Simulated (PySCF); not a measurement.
C3H7FSi, SMILES FC1C[SiH2]C1.

Geometry: ωB97X-D3(BJ)/def2-SVP. This is a generated structure with no PubChem entry under its InChIKey; it may be hypothetical.

Computed with ωB97X-D3(BJ)/def2-SVP (PySCF).

Frequencies are harmonic and unscaled.

| mode | ν (cm⁻¹) | IR (km/mol) | Raman (Å⁴/amu) | depolarisation | moving atoms (share of kinetic energy) |
|---|---|---|---|---|---|
| 1 | 137 | 3.1 | 0.3 | 0.59 | C 34 %, H 33 %, F 22 %, Si 10 % |
| 2 | 372 | 1.7 | 0.1 | 0.75 | F 38 %, C 38 %, H 20 % |
| 3 | 421 | 13.5 | 3.4 | 0.27 | H 37 %, Si 26 %, F 26 %, C 11 % |
| 4 | 458 | 2.0 | 0.2 | 0.61 | H 55 %, C 33 %, F 12 % |
| 5 | 512 | 0.1 | 5.8 | 0.75 | H 95 % |
| 6 | 523 | 17.5 | 4.7 | 0.35 | H 55 %, Si 25 %, C 11 %, F 9 % |
| 7 | 674 | 3.8 | 18.2 | 0.75 | C 47 %, H 40 %, Si 13 % |
| 8 | 726 | 3.3 | 7.2 | 0.11 | C 42 %, H 34 %, Si 16 % |
| 9 | 760 | 27.6 | 4.7 | 0.75 | H 75 %, C 18 % |
| 10 | 812 | 96.1 | 6.2 | 0.75 | H 76 %, Si 12 %, C 12 % |
| 11 | 888 | 40.8 | 4.7 | 0.47 | H 59 %, C 34 % |
| 12 | 913 | 19.8 | 20.0 | 0.13 | C 65 %, H 29 % |
| 13 | 975 | 136.6 | 9.6 | 0.73 | H 91 % |
| 14 | 977 | 0.5 | 3.9 | 0.75 | H 94 % |
| 15 | 1070 | 14.4 | 6.9 | 0.18 | H 47 %, C 36 %, F 16 % |
| 16 | 1090 | 36.9 | 2.4 | 0.75 | C 66 %, H 34 % |
| 17 | 1120 | 4.3 | 1.0 | 0.75 | H 68 %, C 31 % |
| 18 | 1183 | 147.7 | 5.2 | 0.63 | C 46 %, H 40 %, F 13 % |
| 19 | 1217 | 3.5 | 3.1 | 0.67 | H 58 %, C 41 % |
| 20 | 1331 | 10.1 | 1.4 | 0.75 | H 69 %, C 31 % |
| 21 | 1393 | 28.8 | 12.8 | 0.75 | H 83 %, C 16 % |
| 22 | 1418 | 16.1 | 7.3 | 0.75 | H 89 %, C 11 % |
| 23 | 1458 | 14.4 | 7.0 | 0.74 | H 81 %, C 18 % |
| 24 | 2263 | 115.0 | 151.5 | 0.16 | H 97 % |
| 25 | 2268 | 127.9 | 118.1 | 0.37 | H 96 % |
| 26 | 3080 | 28.0 | 115.5 | 0.24 | H 92 %, C 8 % |
| 27 | 3100 | 3.0 | 10.1 | 0.75 | H 94 % |
| 28 | 3104 | 4.2 | 157.1 | 0.11 | H 94 % |
| 29 | 3189 | 8.2 | 74.5 | 0.75 | H 90 %, C 10 % |
| 30 | 3189 | 3.6 | 102.1 | 0.46 | H 90 %, C 10 % |
